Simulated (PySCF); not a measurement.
Be(H)(SMe) (CH4BeS), SMILES [BeH][S]C. Atoms are numbered in the order given.

```xyz
7

Be    -0.6821     1.6161     0.0000
H     -1.5579     2.6132     0.0000
S      0.5899     0.2086     0.0000
C     -0.5073    -1.2770     0.0000
H     -1.1287    -1.3047     0.8914
H      0.1492    -2.1440     0.0000
H     -1.1287    -1.3047    -0.8914
```

Geometry optimised at B3LYP-D3(BJ)/def2-TZVP.

All values below come from PySCF with B3LYP/pcJ-1.

Isotropic couplings with Fermi-contact, spin-dipole and both spin-orbit terms, one fixed conformer, no vibrational averaging. Isotopes: 13C, 1H.

Computed spin–spin coupling constants:
| pair | bonds apart | J (Hz) |
|---|---|---|
| C4–H5 | 1 | 149.2 |
| C4–H6 | 1 | 150.5 |
| C4–H7 | 1 | 149.2 |
| H5–H6 | 2 | -13.2 |
| H5–H7 | 2 | -10.4 |
| H6–H7 | 2 | -13.2 |
| H2–H5 | 4 | -0.4 |
| H2–H7 | 4 | -0.4 |
